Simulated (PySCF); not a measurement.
**C5H11OSi: g tensor and hyperfine couplings**

Compound: C5H11OSi (doublet state).
Atom-mapped SMILES: `[CH2:1]=[CH:2][O:3][SiH2:4][CH:5][CH2:6][CH3:7]` (hydrogens: H8, H9 on C1; H10 on C2; H11, H12 on Si4; H13 on C5; H14, H15 on C6; H16, H17, H18 on C7)

Cartesian coordinates in Å at the GFN2-xTB level; atoms count from 1:
```
atom  x, y, z in Å
C1    -3.5103   -0.2155    0.3781
C2    -2.5700    0.4362   -0.2834
O3    -1.2838    0.0877   -0.4006
Si4   -0.4369   -1.1977    0.1588
C5     1.2632   -0.8331   -0.4536
C6     1.6909    0.3595   -1.2157
C7     2.7905    1.1445   -0.4865
H8    -3.2975   -1.1309    0.9006
H9    -4.5168    0.1561    0.4116
H10   -2.7847    1.3599   -0.8119
H11   -0.9973   -2.4408   -0.3931
H12   -0.5205   -1.2602    1.6272
H13    2.0526   -1.5273   -0.2023
H14    2.0977    0.0419   -2.1852
H15    0.8370    1.0107   -1.4022
H16    3.6526    0.5093   -0.2946
H17    3.1092    1.9924   -1.0887
H18    2.4155    1.5136    0.4649
```

The hyperfine couplings belong to this conformer and change with its torsions.

Computed with UKS B3LYP, pcH-1 on C H O Si, non-relativistic, mean-field spin-orbit, GIAO (PySCF 2.14.0). The structure is a single GFN2-xTB conformer in the gas phase; no vibrational or solvent corrections. A GFN2-xTB geometry isn't a minimum of the functional, and hyperfine couplings can be far from their values at a DFT geometry. No stability test was run, so a lower SCF solution isn't excluded.

```
g1, g2, g3                      : 2.00224, 2.00274, 2.00289
g_iso                           : 2.00262
Form of g                       : rhombic: the two nearest values differ by 23 % of g3 − g1
⟨S²⟩                            : 0.7535 (exact 0.7500)
HOMO–LUMO gap, α and β orbitals : 6.44, 4.42 eV
Total energy                    : -561.86475 Eh
Basis functions                 : 295
```

Isotropic coupling and dipolar principal values T1 to T3, in MHz; ρ(0) is the spin density at the nucleus:

```json
{"atom": "C1", "isotope": "13C", "a_iso": "0.4", "of which spin–orbit": "0.0", "T1": "-0.6", "T2": "0.0", "T3": "0.6", "Mulliken spin population": "0.00", "ρ(0) (bohr⁻³)": "0.0004"}
{"atom": "C2", "isotope": "13C", "a_iso": "-1.3", "of which spin–orbit": "0.0", "T1": "-0.5", "T2": "-0.1", "T3": "0.6", "Mulliken spin population": "0.00", "ρ(0) (bohr⁻³)": "-0.0011"}
{"atom": "O3", "isotope": "17O", "a_iso": "2.1", "of which spin–orbit": "0.0", "T1": "-0.7", "T2": "-0.3", "T3": "1.0", "Mulliken spin population": "0.00", "ρ(0) (bohr⁻³)": "-0.0035"}
{"atom": "Si4", "isotope": "29Si", "a_iso": "53.6", "of which spin–orbit": "-0.1", "T1": "-1.9", "T2": "-0.5", "T3": "2.5", "Mulliken spin population": "-0.03", "ρ(0) (bohr⁻³)": "-0.0604"}
{"atom": "C5", "isotope": "13C", "a_iso": "79.2", "of which spin–orbit": "-0.1", "T1": "-75.2", "T2": "-74.1", "T3": "149.3", "Mulliken spin population": "1.01", "ρ(0) (bohr⁻³)": "0.0705"}
{"atom": "C6", "isotope": "13C", "a_iso": "-29.0", "of which spin–orbit": "0.0", "T1": "-2.7", "T2": "1.0", "T3": "1.7", "Mulliken spin population": "-0.08", "ρ(0) (bohr⁻³)": "-0.0258"}
{"atom": "C7", "isotope": "13C", "a_iso": "62.9", "of which spin–orbit": "0.0", "T1": "-4.5", "T2": "-4.4", "T3": "8.9", "Mulliken spin population": "0.03", "ρ(0) (bohr⁻³)": "0.0559"}
{"atom": "H8", "isotope": "1H", "a_iso": "-0.2", "of which spin–orbit": "0.0", "T1": "-0.7", "T2": "-0.6", "T3": "1.3", "Mulliken spin population": "0.00", "ρ(0) (bohr⁻³)": "-0.0001"}
{"atom": "H9", "isotope": "1H", "a_iso": "-0.3", "of which spin–orbit": "0.0", "T1": "-0.5", "T2": "-0.4", "T3": "0.9", "Mulliken spin population": "0.00", "ρ(0) (bohr⁻³)": "-0.0001"}
{"atom": "H10", "isotope": "1H", "a_iso": "0.1", "of which spin–orbit": "0.0", "T1": "-0.7", "T2": "-0.7", "T3": "1.4", "Mulliken spin population": "0.00", "ρ(0) (bohr⁻³)": "0.0000"}
{"atom": "H11", "isotope": "1H", "a_iso": "54.2", "of which spin–orbit": "0.0", "T1": "-3.4", "T2": "-1.9", "T3": "5.3", "Mulliken spin population": "0.03", "ρ(0) (bohr⁻³)": "0.0121"}
{"atom": "H12", "isotope": "1H", "a_iso": "55.8", "of which spin–orbit": "0.0", "T1": "-3.4", "T2": "-1.9", "T3": "5.2", "Mulliken spin population": "0.03", "ρ(0) (bohr⁻³)": "0.0125"}
{"atom": "H13", "isotope": "1H", "a_iso": "-55.0", "of which spin–orbit": "0.0", "T1": "-35.8", "T2": "-0.6", "T3": "36.4", "Mulliken spin population": "-0.04", "ρ(0) (bohr⁻³)": "-0.0123"}
{"atom": "H14", "isotope": "1H", "a_iso": "113.0", "of which spin–orbit": "0.0", "T1": "-5.6", "T2": "-3.4", "T3": "9.0", "Mulliken spin population": "0.04", "ρ(0) (bohr⁻³)": "0.0253"}
{"atom": "H15", "isotope": "1H", "a_iso": "2.8", "of which spin–orbit": "0.0", "T1": "-4.8", "T2": "-3.8", "T3": "8.6", "Mulliken spin population": "0.00", "ρ(0) (bohr⁻³)": "0.0006"}
{"atom": "H16", "isotope": "1H", "a_iso": "-2.4", "of which spin–orbit": "0.0", "T1": "-4.2", "T2": "-2.5", "T3": "6.7", "Mulliken spin population": "0.00", "ρ(0) (bohr⁻³)": "-0.0005"}
{"atom": "H17", "isotope": "1H", "a_iso": "10.9", "of which spin–orbit": "0.0", "T1": "-3.0", "T2": "-1.7", "T3": "4.7", "Mulliken spin population": "0.01", "ρ(0) (bohr⁻³)": "0.0024"}
{"atom": "H18", "isotope": "1H", "a_iso": "-3.7", "of which spin–orbit": "0.0", "T1": "-5.1", "T2": "-2.0", "T3": "7.1", "Mulliken spin population": "0.00", "ρ(0) (bohr⁻³)": "-0.0008"}
```

Largest spin populations (Mulliken): C5 (+1.01) and C6 (-0.08). C5 is the only atom above +0.15. The positive populations add up to 1.16 and the negative ones to -0.16, together 2S = 1. The angles at C5 add up to 359.9°, so it is planar; its axial dipolar tensor and the negative coupling of its proton fit spin in a p orbital normal to that plane.

Axes: g2 points within 9° of the C5–C6 bond.

Under fast tumbling the dipolar parts average out, and these isotropic splittings remain: 2 × 1H (H14/H15, I = 1/2, 3 lines) with 2.07 mT, 1 × 1H (H13, I = 1/2, 2 lines) with 1.96 mT, 2 × 1H (H11/H12, I = 1/2, 3 lines) with 1.96 mT and 3 × 1H (H16/H17/H18, I = 1/2, 4 lines) with 0.06 mT.

Nuclei that the bonding pattern makes equivalent are averaged, as if the motion that swaps them (rotation, inversion, ring flip) were fast. The three 1H nuclei of mean +1.6 MHz run from -3.7 to 10.9 MHz in the frozen geometry. The 1H value of +57.9 MHz is a mean of couplings from 2.8 to 113.0 MHz in this one geometry, not an average over conformers.

The 13C coupling of C5 (79.2 MHz) shows only in satellite lines or after enrichment, since that isotope makes up about 1.07 % of natural carbon.

The 29Si coupling of Si4 (53.6 MHz) shows only in satellite lines or after enrichment, since that isotope makes up about 4.7 % of natural silicon.

β density exceeds α density at some nuclei, such as Si4 (-0.0604), C6 (-0.0258) and H13 (-0.0123), spin density in bohr⁻³. In a single determinant that takes different orbitals for the two spins, that is spin polarisation.

On an AMD EPYC with one thread, no GPU, on a shared host, this took 2.3 min of wall time (with the writing of density and orbital grids) and 0.97 GiB of memory at its peak.
